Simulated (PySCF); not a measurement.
An unknown shows these calculated signals:

¹H NMR (400 MHz, computed): δ 6.80 (m, 1H), 6.78 (m, 1H), 4.65 (s, 6H), 3.90 (m, 1H), 3.44 (m, 1H), 3.43 (m, 1H).

¹³C{¹H} NMR (computed): δ 144.2 (C), 134.3 (CH2), 46.4 (CH).

Level of theory: PBE0/pcSseg-1 with gauge-including orbitals, structure optimised with GFN2-xTB, in PySCF (equivalent nuclei averaged, one conformer, isolated molecule, relativity neglected).

Referencing at the same level of theory: TMS for ¹H (31.72 ppm) and ¹³C (186.93 ppm).

Task: Which of these does the molecule contain: a non-aromatic C=C double bond, an ester, a Si–H bond, an OH group, a three-membered ring, an aldehyde?

Result: 
- A non-aromatic C=C double bond: yes.
- An ester: no.
- A Si–H bond: yes (δH 3.90 (m), 3.44 (m)).
- An OH group: no.
- A three-membered ring: yes.
- An aldehyde: no.

The data belong to `C=C1[SiH2][C@H]1N([SiH3])[SiH3]`, C₃H₁₁NSi₃; they needn't prove each group on their own.

Carbon signals by region: 2 in the sp2 and nitrile region (100–160 ppm), 1 below 50 ppm.

Shifts are as computed. Against solution values, carbons near 30 ppm lie about +3 ppm off and those near 130 ppm about +5 ppm. Of 1309 compounds with measured shifts, 239 miss one by over three times the rms of a fit or turn the order of signals round; such compounds aren't used in these exercises. No couplings were computed; multiplicities are counted from neighbouring protons, with m where these are inequivalent, close in shift, in a saturated or five-membered ring or joined by F or P, and br s for small geminal =CH2 splittings.
